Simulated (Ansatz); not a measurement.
Results of the Gaussian-basis code of Ansatz.

A structure relaxed at PBE0-D4/def2-TZVP, charge 0, multiplicity 1:

Cartesian coordinates in Å:
```
O 1.2822 1.0878 1.6225
C 0.5925 0.1675 1.2880
Ge 0.3354 -0.3458 -0.6366
Se -1.9830 -0.3996 -1.0539
H 0.0277 -0.4270 2.0434
H 0.8039 -1.7897 -0.8765
H 1.0649 0.6586 -1.5375
H -2.1236 1.0483 -0.8495
```

(1) Give its formula and SMILES.

(2) Summarise the bond lengths by kind.

Results:

(1) CH4GeOSe, `O=[CH][GeH2][SeH]`.

(2) 1 × C–O 1.198 Å; 1 × C–Ge 2.008 Å; 1 × C–H 1.115 Å; 1 × Ge–Se 2.356 Å; 2 × Ge–H 1.534 to 1.537 Å; 1 × H–Se 1.469 Å.
